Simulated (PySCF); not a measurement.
## A survey of ¹⁵N NMR shifts

Level of theory: structure optimised with GFN2-xTB, PBE0/pcSseg-1 with gauge-including orbitals, in PySCF (relativity neglected, isolated molecule, one computed conformer, one averaged value for each set of equivalent atoms).

Shieldings were converted by a linear fit to measured shifts: ¹⁵N (scatter 6.3 ppm rms vs CH3NO2, solution or neat liquid). Occasional misses reach two or three times the rms, and more in compound classes unlike the fitted ones.

(1) Give the ¹⁵N shifts of `C=N[Si@](O)(NC)N(C)C`.

(2) Match the shifts 4.4, -56.3, -107.9, -375.5 ppm to `CN1C[Si@@H](Cl)C[SiH2]1`, `N#C[C@@H]([SiH3])C=O`, `CC1=C(F)[SiH2][Si@H]1C#N`, `CC(=O)c1nocc1O[SiH3]`.

Results:

(1) 
```csv
compound,environment,δ (ppm)
[CH2:1]=[N:2][Si@:3]([OH:4])([NH:5][CH3:6])[N:7]([CH3:8])[CH3:9],N2: imine nitrogen,-10.0
[CH2:1]=[N:2][Si@:3]([OH:4])([NH:5][CH3:6])[N:7]([CH3:8])[CH3:9],"N5: nitrogen bonded to C, Si, H",-363.8
[CH2:1]=[N:2][Si@:3]([OH:4])([NH:5][CH3:6])[N:7]([CH3:8])[CH3:9],"N7: nitrogen bonded to 2 C, Si",-365.2
```

(2) 4.4: CC(=O)c1nocc1O[SiH3] (pyridine-type nitrogen of an azole); -56.3: CC1=C(F)[SiH2][Si@H]1C#N (nitrile nitrogen); -107.9: N#C[C@@H]([SiH3])C=O (nitrile nitrogen); -375.5: CN1C[Si@@H](Cl)C[SiH2]1 (nitrogen bonded to 2 C, Si, in a 5-membered ring).
